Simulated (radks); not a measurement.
Species: the antimony ion Sb36+. Configuration: [Ne] 3s2 3p3. All-electron calculation, scalar-relativistic Kohn-Sham, PBE, spin-polarised, spherical densities, finite nucleus; open shells are filled with parallel spins first (spin-orbit coupling, left out, can overturn this in heavy ions); Fermi nuclear charge, rms radius 4.6802 fm. Program: a radial shooting solver on a logarithmic mesh with Libxc functionals.

Unscreened Slater integrals over Kohn-Sham orbitals (hartree). They are taken over the spin-up orbitals.

F0(3p,3p): 3.1329
F2(3p,3p): 1.5760
F0(3p,3s): 3.0780
G1(3p,3s): 1.9905
F0(3p,2p): 4.1428
F2(3p,2p): 1.0574
G0(3p,2p): 0.42138
G2(3p,2p): 0.46485
F0(3p,2s): 4.0182
G1(3p,2s): 0.33457
F0(3s,3s): 3.0341
F0(3s,2p): 3.9738
G1(3s,2p): 0.41188
F0(3s,2s): 3.8883
G0(3s,2s): 0.32900
F0(2p,2p): 8.6327
F2(2p,2p): 4.1027
F0(2p,2s): 7.9184
G1(2p,2s): 4.4963
F0(2s,2s): 7.4677

Derived for the open shells (J is the average intra-shell exchange parameter used in DFT+U). 3p: J = F2/5 = 0.3152 hartree.
